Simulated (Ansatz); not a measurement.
Frontier orbitals of `[AlH2][O][GaH][CH]=S`.

```xyz
9

Al   -0.005    1.909    1.597
O    -0.326    0.720    0.458
Ga   -0.720   -0.507   -0.752
C     0.713   -1.808   -1.162
S     0.511   -2.907   -2.323
H     0.628    3.275    1.107
H    -0.339    1.612    3.116
H    -2.121   -0.503   -1.427
H     1.659   -1.791   -0.614
```

Total charge 0; spin multiplicity 1. Correlated methods include outer-core shells of Ga, which these sets cover unevenly. Scalar relativity is left out up to krypton. All single points use the PBE0-D4/def2-TZVP geometry. It is one conformer, not always the lowest. Basis def2-TZVPP, Ansatz.

```csv
functional,HOMO (eV),LUMO (eV),gap (eV)
PBE,-5.21,-3.94,1.27
BLYP,-5.07,-3.78,1.29
r2SCAN,-5.40,-3.87,1.53
B97M-V,-5.49,-3.83,1.66
PBE0,-6.37,-3.03,3.34
r2SCAN0,-6.49,-3.00,3.49
BHLYP,-7.41,-2.00,5.41
CAM-B3LYP,-7.67,-1.89,5.78
ωB97M-V,-8.52,-0.91,7.61
```

Against PBE, PBE0 changes HOMO and LUMO by −1.16 and +0.91 eV, ωB97M-V by −3.31 and +3.03 eV. A gap of 1.27 eV thus becomes 7.60 eV for the same molecule, so an orbital gap means little without its functional.
